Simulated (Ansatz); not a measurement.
Process, species as SMILES: O=[P] (O-P) → O atom + P atom
B3LYP-D3(BJ)/def2-TZVP geometries, fixed; electronic energies without zero-point terms.
Largest species:
```
P
O 1 1.4798
```
Charge 0, spin multiplicity 2.

Effect of a fitting basis named in the input at wB97M-V/aug-cc-pV(Q+d)Z with Ansatz (a program for electronic structure), against the last row, where the atomisation energy is 146.53 kcal/mol. Open shells are unrestricted. The default fits or decomposes integrals by the program's own choice; accuracy: high also tightens integrals, grids and stops.

| setting | largest shift of a total energy (mEh) | shift of the atomisation energy (kcal/mol) |
|---|---|---|
| fitting: def2-SV(P)-JKFIT | -0.098 | -0.057 |
| fitting: def2-universal-JKFIT | -0.098 | -0.057 |
| fitting: cc-pVTZ-JKFIT | -0.018 | -0.021 |
| fitting: cc-pVQZ-JKFIT | -0.018 | -0.014 |
| fitting: cc-pV5Z-JKFIT | -0.018 | -0.012 |
| accuracy: high | -0.011 | 0.000 |
| accuracy: medium (default) | 0.000 | 0.000 |

Within 0.02 kcal/mol in the atomisation energy: fitting: cc-pVQZ-JKFIT; fitting: cc-pV5Z-JKFIT; accuracy: high. The largest shift is 0.098 mEh in a total energy and 0.057 kcal/mol in the difference.
